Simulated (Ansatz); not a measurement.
Start from `[SH][SnH2][Cl]` and change one atom or group to get `[Cl][SnH2][GeH3]`.

Ansatz, PBE0-D4/def2-TZVP geometries, multiplicity 1. Each molecule was computed in one conformer, which needn't be the lowest.

Elements past krypton have def2 core potentials. Scalar relativity is left out up to krypton.

```csv
property,`[SH][SnH2][Cl]`
HOMO–LUMO gap (PBE/def2-TZVPP) / eV,4.48
LUMO energy (PBE/def2-TZVPP) / eV,-2.07
"ideal-gas entropy at 298 K and 1 bar (rigid rotor, harmonic PBE0-D4/def2-TZVP) / J/(mol·K)",335
HOMO energy (ωB97M-V/def2-TZVPP) / eV,-9.98
size of the dipole moment (ωB97M-V/def2-TZVPP) / D,2.17
size of the dipole moment (B3LYP/def2-TZVPP) / D,2.13
```

Problem. Give the same properties after the change, and the shifts. (An estimate is asked.)

Solution. The calculation gave: 
| property | `[Cl][SnH2][GeH3]` | shift |
| --- | --- | --- |
| HOMO–LUMO gap (PBE/def2-TZVPP) / eV | 5.03 | 0.55 |
| LUMO energy (PBE/def2-TZVPP) / eV | -1.80 | 0.27 |
| ideal-gas entropy at 298 K and 1 bar (rigid rotor, harmonic PBE0-D4/def2-TZVP) / J/(mol·K) | 365 | 30 |
| HOMO energy (ωB97M-V/def2-TZVPP) / eV | -10.00 | -0.02 |
| size of the dipole moment (ωB97M-V/def2-TZVPP) / D | 2.73 | 0.56 |
| size of the dipole moment (B3LYP/def2-TZVPP) / D | 2.67 | 0.54 |

With PBE0 the HOMO falls by 0.19 eV and the LUMO rises by 0.17 eV, so the gap widens by about 0.36 eV. PBE moves the HOMO by -0.28 eV and ωB97M-V by -0.02 eV. The zero-point energy changes by 36.5 kJ/mol with +6 modes. Dipoles are sizes alone; their direction can turn.

B3LYP here is the variant with VWN-RPA as its local correlation; programs differ in this.
